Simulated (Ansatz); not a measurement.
Program: Ansatz. Geometries: PBE0-D4/def2-TZVP. ΔE: electronic, gas phase. CCSD(T)/CBS adds triple-zeta CCSD(T) − MP2 to the extrapolated MP2 energy (def2 sets, frozen cores). This one scheme is used for every species. DFT in def2-TZVPP. HSE06 is defined as in plane-wave codes. For Br outer-core shells are correlated without core-valence functions, which leaves a few kJ/mol of doubt a bond. Scalar relativity is left out up to krypton. Each species was taken in one conformer, which may not be the lowest.

Reaction (redistribution): `NB(N)N` + `[SiH3]Br` → `NB(N)Br` + `N[SiH3]`

Question: Is it downhill or uphill in electronic energy at CCSD(T)/CBS, and by how much? (Estimate.)

Answer: The calculation gave: Uphill: ΔE = +32.8 kJ/mol.

Question: What do these levels give: HSE06-D4, ωB97X-V, PBE-QIDH, LC-ωPBE, MP2/def2-TZVPP, HF/def2-QZVPP? (An estimate is asked.)

Answer: The calculation gave: HSE06-D4 33.8, ωB97X-V 32.2, PBE-QIDH 32.5, LC-ωPBE 34.4, MP2/def2-TZVPP 26.7, HF/def2-QZVPP 39.4 kJ/mol.

Largest T1 diagnostic among the species: 0.009.

From BLYP to BHLYP (50 % exact exchange), in def2-TZVPP and without D4, ΔE moves by +4.5 kJ/mol. At CCSD(T), def2-SVP lies −3.1 kJ/mol from the extrapolated value and def2-TZVPP −4.0 kJ/mol.
